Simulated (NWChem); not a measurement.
## Atomisation of SZn

```
Zn
S 1 2.0743
```
Charge 0, spin multiplicity 1.

The numbers come from NWChem runs, not from measurements. Structure: optimised with B3LYP/def2-SVP, a minimum by its harmonic frequencies.

Basis set: def2-TZVP. The atomisation energy is electronic alone: no zero-point, thermal, spin-orbit or counterpoise terms. No value is extrapolated to the basis-set limit. Free atoms are single determinants with multiplicities Zn 1, S 3. Correlated methods freeze the same cores in atoms and molecule, 14 orbitals in all.

B3LYP has NWChem's definition, with VWN1-RPA local correlation. The structure started from a generated list of species. No SCF solution was tested for a lower state. Open-shell Hartree-Fock references start from PBE0 orbitals. No row is a measurement; the coupled-cluster row has its own basis-set and correlation limits.

Order these methods by the atomisation energy they give, lowest first: CCSD(T), LDA (SVWN5), PBE0, HF, CAM-B3LYP.

HF (-5.4 kcal/mol), CAM-B3LYP (26.5 kcal/mol), CCSD(T) (29.9 kcal/mol), PBE0 (33.2 kcal/mol), LDA (SVWN5) (52.3 kcal/mol)
